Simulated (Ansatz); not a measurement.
`[F][Cd][O][SiH3]` + HCl → `[SiH3][O][Cd][Cl]` + H–F at 600 K and 1 bar (ligand exchange at a Cd–F bond).

Gas-phase electronic energies from Ansatz, PBE0-D4/def2-TZVP geometries. CBS: MP2 limit from def2 TZ/QZ plus the TZ coupled-cluster correction, frozen cores. This one scheme is used for every species. Elements past krypton have def2 core potentials. For Cd outer-core shells are correlated without core-valence functions, which leaves a few kJ/mol of doubt a bond. Each species was taken in one conformer, which may not be the lowest.

```tsv
species	CCSD(T)/CBS energy (Eh)	H − E (kJ/mol)	S (J/(mol·K))
`[F][Cd][O][SiH3]`	-633.61664	131.9	427.8
HCl	-460.38127	35.4	207.2
`[SiH3][O][Cd][Cl]`	-993.63708	131.3	440.6
H–F	-100.39570	42.3	194.0
```

H − E and S are ideal-gas, rigid-rotor, harmonic terms from PBE0-D4/def2-TZVP, for one conformer and one mirror image of each species. 1 Eh = 2625.50 kJ/mol, R = 8.31446 J/(mol·K).

Q: By hand: ΔE, ΔH, ΔS and ΔG.

A: ΔE = (-993.63708) + (-100.39570) − (-633.61664) − (-460.38127) = -0.03487 Eh = -91.6 kJ/mol. Δ(H − E) = 131.3 + 42.3 − 131.9 − 35.4 = 6.3, so ΔH = -85.3 kJ/mol. ΔS = 440.6 + 194.0 − 427.8 − 207.2 = -0.4 J/(mol·K). ΔG = -85.3 − 600 × (-0.4)/1000 = -85.1 kJ/mol.

Q: By hand: the equilibrium constant, and the temperature at which ΔG would vanish if ΔH and ΔS stayed fixed.

A: log₁₀ K = −ΔG/(RT ln 10) = 7.4. ΔG = 0 at ΔH/ΔS = 213250 K, far beyond where these terms or the molecules hold.

The number of gas molecules stays the same, so ΔS is small and ΔH decides. A doubt of 5 kJ/mol in ΔE shifts log₁₀ K by 0.4 here. Other conformers and mirror images would add mixing entropy, several J/(mol·K) or more a flexible species. Modes under 60 cm⁻¹, often nearly free rotors, make the harmonic entropy too high. These are equilibria of isolated gas molecules and say nothing of rates. Largest T1 diagnostic: 0.016 (customary marks: 0.02 for closed shells, 0.045 for open ones).
